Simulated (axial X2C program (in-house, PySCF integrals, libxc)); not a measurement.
## Low determinants of MnCl at the PBE0 level, two-component

Calculated with an in-house all-electron X2C program for linear molecules (integrals from PySCF). Two-component (2c) means X2C with spin–orbit coupling and atomic mean-field two-electron Coulomb and Gaunt terms. Basis: Mn dyall-cv3z [9s10p6d3f2g], Cl dyall-av3z [9s8p3d2f] (cores contracted in-house); Gaussian nuclei, density fitting, unrestricted open shells. Masses: Mn 54.938 u, Cl 34.969 u.

Search at 2.241 Å (vertical energies from the lowest determinant):

| ΔE (eV) | state | electrons beyond evenly filled partner blocks | electrons in ±ω = 1/2, 3/2, 5/2, 7/2 |
| --- | --- | --- | --- |
| 0.00 | Ω = 3 | ω = 1/2, ω = 5/2 | 31 10 1 0 |
| 0.68 | Ω = 2 | ω = -1/2, ω = 5/2 | 31 10 1 0 |
| 1.85 | Ω = 1 | ω = -3/2, ω = 5/2 | 30 11 1 0 |
| 1.96 | Ω = 4 | ω = 3/2, ω = 5/2 | 30 11 1 0 |
| 3.37 | Ω = 1 | ω = -1/2, ω = 3/2 | 31 11 0 0 |
| 3.47 | Ω = 1 | ω = -3/2, ω = 5/2 | 32 9 1 0 |
| 3.71 | Ω = 5 | 2 × ω = 1/2, ω = 3/2, ω = 5/2 | 30 11 1 0 |

Lowest determinant, Ω = 3 (⟨Sz⟩ = 3.00, ⟨Lz⟩ = 0.00 at PBE0): Re = 2.237 Å, ωe = 380.7 cm⁻¹.

The determinant in row 2 of the search, Ω = 2 (⟨Sz⟩ = 2.00, ⟨Lz⟩ = 0.00 at PBE0), was followed along the bond at PBE0; measured from the minimum of the lowest determinant it gives:

Te = 0.656 eV (5294 cm⁻¹), Re = 2.172 Å, ωe = 397.7 cm⁻¹.

(1) Compare the bond of the determinant in row 2 with that of the lowest one.

The search compares states at one distance, so a state with another bond length can lie lower; it is not exhaustive and yields mostly the lowest determinant of each block pattern, so other components and higher states of one pattern are missing. These are energies of single determinants, not of spin-adapted states; PBE0 term energies can be off by some tenths of an eV, and the functional has no current term. Open-shell Ω = 0 determinants with evenly filled partner blocks cannot be reached by this program, so the Ω shown need not be the lowest component. The lowest determinant need not be the ground state where others lie within half an eV.

## Answers

(1) At PBE0 its Re is 0.065 Å shorter and its force constant, which goes as ωe², is 1.09 times that of the lowest determinant. T0 ≈ Te + Δωe/2 = 5294 + (8) = 5302 cm⁻¹.
